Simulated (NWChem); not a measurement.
Si$_{2}$NH$_{6}$Cl; SMILES N[SiH2][SiH2]Cl

```xyz
10

Si    -0.9171     0.6741     0.2396
Cl     0.6459     1.9804    -0.2872
Si    -0.3043    -1.5389    -0.3214
N      1.1753    -2.1317     0.3775
H     -1.1402     0.8571     1.7006
H     -2.1380     1.1474    -0.4703
H     -1.4108    -2.4299     0.1295
H     -0.1697    -1.6071    -1.8010
H      1.2072    -2.2992     1.3771
H      2.0488    -1.7196     0.0676
```
Atoms are numbered in this order, from 1.

Program: NWChem. Pople sets run with spherical d functions. STO-3G and 3-21G are far too small for this property and stand as cheap habits. Structure relaxed at the B3LYP/6-31G* (spherical d) level. Field at 589 nm.

```json
[
 {"level": "B3LYP/STO-3G", "isotropic polarisability (bohr³)": "34.6", "anisotropy (bohr³)": "13.8"},
 {"level": "B3LYP/6-31G*", "isotropic polarisability (bohr³)": "65.6", "anisotropy (bohr³)": "20.8"},
 {"level": "B3LYP/def2-SVP", "isotropic polarisability (bohr³)": "68.8", "anisotropy (bohr³)": "17.8"},
 {"level": "B3LYP/def2-SVPD", "isotropic polarisability (bohr³)": "84.8", "anisotropy (bohr³)": "23.8"},
 {"level": "B3LYP/aug-cc-pVDZ", "isotropic polarisability (bohr³)": "___", "anisotropy (bohr³)": "___"}
]
```

Problem. Complete the blanks.

Solution. 
- B3LYP/aug-cc-pVDZ, isotropic polarisability (bohr³): 86.2
- B3LYP/aug-cc-pVDZ, anisotropy (bohr³): 25.1
